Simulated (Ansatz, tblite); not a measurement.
Cost and result up the ladder for the cluster Hf2Se4 (the lowest singlet isomer of a short search) (6 atoms). The state is a singlet with charge 0. Geometry: PBE-D4/def2-SVP.

```xyz
6

Hf    0.996   -1.106   -0.864
Hf   -0.993    1.102    0.861
Se   -1.030    1.106    3.223
Se    1.417    1.255    0.022
Se   -1.411   -1.261   -0.017
Se    1.022   -1.097   -3.225
```

Ansatz on 4 threads of Arm Neoverse V2 on a shared host; xTB runs through tblite on one thread. Times are rough, summed over both states, and most runs start from the orbitals of an earlier one. PBE0-D4/def2-TZVP serves as the yardstick here, not as an exact answer. The other state is a doublet.

In the def2 sets Hf takes a core potential; there is no spin–orbit coupling. The xTB rows come from tblite. The structure comes from a short search, and lower isomers may exist.

Raw xTB energies of ions are shifted by several eV.

| level | functions | wall time |
| --- | --- | --- |
| GFN1-xTB | 54 | 0.018 s |
| GFN2-xTB | 54 | 0.025 s |
| PBE-D4/def2-TZVP | 272 | 21 s |
| PBE0-D4/def2-TZVP | 272 | 49 s |
| r2SCAN-D4/def2-TZVP | 272 | 51 s |

Problem. Estimate what each level gives for the vertical IE (eV).

Solution. 
```csv
level,vertical IE (eV),difference from PBE0-D4/def2-TZVP (eV)
GFN1-xTB,11.66,3.72
GFN2-xTB,13.12,5.18
PBE-D4/def2-TZVP,7.66,-0.28
PBE0-D4/def2-TZVP,7.94,0.00
r2SCAN-D4/def2-TZVP,7.83,-0.11
```
